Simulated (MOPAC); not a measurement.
Input file for MOPAC: PM6 on PdCl, 2S+1 = 2, a spin state set in the input, which need not be the lowest, a point of a bond scan (R = 2.363 Å).

```
PM6 1SCF PRECISE CHARGE=0 UHF MS=0.5 THREADS=1
ClPd

Pd     0.00000000 1     0.00000000 1     0.00000000 1
Cl     0.00000000 1     0.00000000 1     2.36269000 1
```

It printed:

```
*******************************************************************************
 **                                                                           **
 **                              MOPAC v23.2.5                                **
 **                                                                           **
 *******************************************************************************
 ** MOPAC's Digital Object Identifier: https://doi.org/10.5281/zenodo.6511958 **
 **                                                                           **
 ** Please cite the open-source release paper for use of this MOPAC version:  **
 ** J. E. Moussa and J. J. P. Stewart (2026)                                  **
 ** MOPAC: An open-source semiempirical molecular orbital program             **
 ** J. Open Source Softw., 11(119), 8025, https://doi.org/10.21105/joss.08025 **
 *******************************************************************************

                              PM6 CALCULATION RESULTS

 *******************************************************************************
 *  PM6        - The PM6 Hamiltonian to be used
 *  UHF        - UNRESTRICTED HARTREE-FOCK CALCULATION
 *
 *
 *
 *                 CHARGE ON SYSTEM = 0
 *
 *
 *
 *  MS=        - IN MECI, MAGNETIC COMPONENT OF SPIN =  0.5
 *  PRECISE    - TIGHTER CRITERIA TO BE USED
 *  1SCF       - DO 1 SCF AND THEN STOP
 *  THREADS=1  - MULTI-THREADING NOT USED
 *  T=         - A TIME OF 172800.0 SECONDS REQUESTED
 *  DUMP=N     - RESTART FILE WRITTEN EVERY 7200.0 SECONDS REQUESTED
 *******************************************************************************
PM6 1SCF PRECISE CHARGE=0 UHF MS=0.5 THREADS=1
 ClPd

   ATOM   CHEMICAL          X               Y               Z
  NUMBER   SYMBOL      (ANGSTROMS)     (ANGSTROMS)     (ANGSTROMS)

     1      Pd          0.00000000  *   0.00000000  *   0.00000000  *
     2      Cl          0.00000000  *   0.00000000  *   2.36269000  *



          CARTESIAN COORDINATES

    NO.       ATOM           X           Y           Z

     1        Pd          0.0000      0.0000      0.0000
     2        Cl          0.0000      0.0000      2.3627

 General Reference for PM6:
 "Optimization of Parameters for Semiempirical Methods V: Modification of NDDO Approximations
 and Application to 70 Elements", J. J. P. Stewart, J. Mol. Mod., 13, 1173-1213 (2007)
 URL: https://link.springer.com/article/10.1007/s00894-007-0233-4

           Empirical Formula: Pd Cl  =     2 atoms



      MOLECULAR POINT GROUP   :   C*v


          UHF CALCULATION, NO. OF ALPHA ELECTRONS =    9
                           NO. OF BETA  ELECTRONS =    8

 -------------------------------------------------------------------------------
 PM6 1SCF PRECISE CHARGE=0 UHF MS=0.5 THREADS=1
 ClPd



     1SCF WAS SPECIFIED, SO BFGS WAS NOT USED
     SCF FIELD WAS ACHIEVED


                              PM6 CALCULATION
                                                       MOPAC v23.2.5 Linux




          FINAL HEAT OF FORMATION =         43.10380 KCAL/MOL =     180.34629 KJ/MOL


          COSMO AREA              =         77.79 SQUARE ANGSTROMS
          COSMO VOLUME            =         59.28 CUBIC ANGSTROMS

          IONIZATION POTENTIAL    =          8.849647 EV
          ALPHA SOMO LUMO (EV)    =         -8.892  0.364
          BETA  SOMO LUMO (EV)    =         -8.850 -0.904
          NO. OF ALPHA ELECTRONS  =          9
          NO. OF BETA  ELECTRONS  =          8
          MOLECULAR WEIGHT        =        141.8530         POINT GROUP:  C*v

          MOLECULAR DIMENSIONS (Angstroms)

            Atom       Atom       Distance
           Cl     2   Pd     1     2.36269
           Cl     2   Pd     1     0.00000
           Pd     1   Cl     2     0.00000


          SCF CALCULATIONS        =          1





   ATOM   CHEMICAL          X               Y               Z
  NUMBER   SYMBOL      (ANGSTROMS)     (ANGSTROMS)     (ANGSTROMS)

     1      Pd          0.00000000  *   0.00000000  *   0.00000000  *
     2      Cl          0.00000000  *   0.00000000  *   2.36269000  *

                             CARTESIAN COORDINATES

   1   Pd        0.000000000     0.000000000     0.000000000
   2   Cl        0.000000000     0.000000000     2.362690000


           Empirical Formula: Pd Cl  =     2 atoms



      MOLECULAR POINT GROUP   :   C*v


          ALPHA EIGENVALUES
 -25.09756 -11.95810 -10.46555 -10.46555  -9.76479  -9.76479  -8.93578  -8.93578
  -8.89188   0.36360  82.76638  85.04439  85.04439  94.00723  94.11300  94.11300
  94.39357  94.39357


           BETA EIGENVALUES
 -24.86555 -11.16749 -10.36969 -10.36969  -8.87880  -8.87880  -8.84965  -8.84965
  -0.90435   1.06052  82.90795  85.17151  85.17151  94.08276  94.16927  94.16927
  94.40170  94.40170


              NET ATOMIC CHARGES AND DIPOLE CONTRIBUTIONS

  ATOM NO.   TYPE          CHARGE      No. of ELECS.   s-Pop       p-Pop       d-Pop
    1         Pd           0.454503        9.5455     0.42863     0.00073     9.11614
    2         Cl          -0.454503        7.4545     1.99408     5.45992     0.00050
 DIPOLE           X         Y         Z       TOTAL
 POINT-CHG.     0.000     0.000    -5.158     5.158
 HYBRID        -0.000     0.000    -0.204     0.204
 SUM           -0.000     0.000    -5.362     5.362


          ATOMIC ORBITAL ELECTRON POPULATIONS

     Atom    s        px        py        pz      x^2-y^2     xz        z^2       yz        xy
    1 Pd   0.42863   0.00027   0.00027   0.00020   1.99999   1.99985   1.11646   1.99985   1.99999
    2 Cl   1.99408   1.99974   1.99974   1.46044   0.00001   0.00014   0.00019   0.00014   0.00001


                    (SZ)    =    0.500000
                    (S**2)  =    0.750580


          ATOMIC ORBITAL SPIN POPULATIONS

    Atom   Total    s     px     py     pz   x^2-y^2  xz     z^2    yz     xy
         Atomic
    1 Pd  0.9519  0.149  0.000  0.000  0.000  0.000 -0.000  0.803 -0.000  0.000
    2 Cl  0.0481  0.000 -0.000 -0.000  0.048 -0.000  0.000 -0.000  0.000 -0.000

 **********************
 *                    *
 * JOB ENDED NORMALLY *
 *                    *
 **********************




 == MOPAC DONE ==
```

The run finished.

Cost: roughly 0.03 core-seconds.
